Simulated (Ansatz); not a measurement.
Worked example: C3H8Si → [SiH3]+ + C3H5 + e⁻

Species: C3H8Si `C=CC[SiH3]`, singlet; [SiH3]+ `[SiH3+]`, singlet; C3H5 `[CH2]C=C`, doublet. 

Shapes, held fixed at every level: PBE0-D4/def2-TZVP. Flexible molecules stand in one conformer, not always the lowest. Programs: Ansatz 0.2.0. Electronic energies: no zero-point or thermal term.

At B2PLYP/def2-TZVPP; 1 Eh = 27.2114 eV:

```
species  energy (Eh)
 C3H8Si  -408.409073
[SiH3]+  -290.814802
   C3H5  -117.188320
```

Problem. Work out ΔE of the reaction at this level.

Solution. 
1. Products less reactants: (-290.814802) + (-117.188320) − [(-408.409073)] = 0.405951 Eh = +11.05 eV.

Other levels give +9.48 (HF/def2-TZVPP) to +11.26 eV (PBE0-D4/def2-TZVPP). No measured value is set beside it here. Spin contamination: C3H5 (⟨S²⟩ up to 0.95). Open shells run unrestricted unless RO is named. The onset seen in experiment also holds zero-point changes and kinetic shifts.
